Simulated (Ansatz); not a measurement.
Input for Ansatz (a quantum-chemistry and plane-wave program): R-CCSD(T)/def2-TZVPP on GaH5Si (SMILES [SiH3][GaH2]), a point of a bond scan (R = 1.488 Å). The run froze 19 orbitals, filled d shells among them.

Ansatz 0.2 input:
```yaml
crystal:
  periodic: [false, false, false]
  atoms:
    - {symbol: Ga, position_ang: [0.02140487, -0.38021066, -0.73000771]}
    - {symbol: H, position_ang: [-1.28898464, -0.51608025, -1.59458557]}
    - {symbol: H, position_ang: [1.35851094, -0.96271666, -1.32506357]}
    - {symbol: Si, position_ang: [-0.03927517, 0.73299862, 1.42129057]}
    - {symbol: H, position_ang: [-0.04850594, 2.20437356, 1.20142092]}
    - {symbol: H, position_ang: [1.13421429, 0.41105666, 2.27100573]}
    - {symbol: H, position_ang: [-1.26893307, 0.38791648, 2.17939368]}
basis:
  gaussian:
    orbitals: def2-TZVPP
    pivot_positions_ang: [[0.02140487, -0.38021066, -0.73000771], [-1.28898464, -0.51608025, -1.59458557], [1.35851094, -0.96271666, -1.32506357], [-0.03927517, 0.73299862, 1.42129057], [-0.04850594, 2.20437356, 1.20142092], [1.13421429, 0.41105666, 2.27100573], [-1.26893307, 0.38791648, 2.17939368]]
magnetization: {spin_polarized: false}
correlation: {method: ccsd_t, electrons: outside_noble_gas}
scf: {lower_state_search: off}
output: {orbitals: {seedname: ./end}}
```

The log:

```
WARN ansatz: RAYON_NUM_THREADS=1 ignored (pool sized by the plan → 1); use --threads N
Functional definition: HF
these checks for a lower state are left out or cut short: stability, starts, cluster_reference, orbital_swaps, neighbouring_geometries, increment
integrals: 0.42 GiB planned
1051 factors; integrals over basis functions are off by at most 2.8e-4 eV
mean field: 0.47 GiB planned
mean field evaluation 1: about -60274.1977 eV, gradient 1.4e1 eV
mean field evaluation 2: about -60274.2629 eV, gradient 1.4e1 eV
mean field evaluation 4: about -60275.3016 eV, gradient 3.6e0 eV
mean field evaluation 8: about -60275.3247 eV, gradient 1.0e-1 eV
mean field -60275.32475123 eV, -2215.0773285251 hartree, gradient 3.2e-6 eV, S^2 0.000000; 0 other end points of the search recorded, 0 dependent functions left out
19 core orbitals not correlated
reference -60275.32475123 eV, -2215.0773285251 hartree; 6, 6 occupied and 135, 135 virtual orbitals, 1051 factors
second order -5.80188787 eV of doubles, -0.00000000 eV of singles
coupled cluster: 0.90 GiB planned
cycle   1  -6.65146128 eV  change   -8.5e-1 eV  update   7.1e-2
cycle   2  -6.97262797 eV  change   -3.2e-1 eV  update   2.5e-2
cycle   3  -6.98598729 eV  change   -1.3e-2 eV  update   6.3e-3
cycle   4  -6.98337772 eV  change    2.6e-3 eV  update   2.3e-3
cycle   5  -6.98263701 eV  change    7.4e-4 eV  update   7.1e-4
cycle   6  -6.98254489 eV  change    9.2e-5 eV  update   2.2e-4
cycle   7  -6.98257427 eV  change   -2.9e-5 eV  update   7.0e-5
cycle   8  -6.98259158 eV  change   -1.7e-5 eV  update   2.3e-5
cycle   9  -6.98258844 eV  change    3.1e-6 eV  update   8.1e-6
perturbative correction -0.19007262 eV, -0.0069850401 hartree
Total energy: -60282.49741229 eV, -2215.3409189575 hartree
Checks for a lower state left out: stability, starts, cluster_reference, orbital_swaps, neighbouring_geometries, increment
```

The calculation finished and met its thresholds.

Cost: roughly 20 core-seconds.
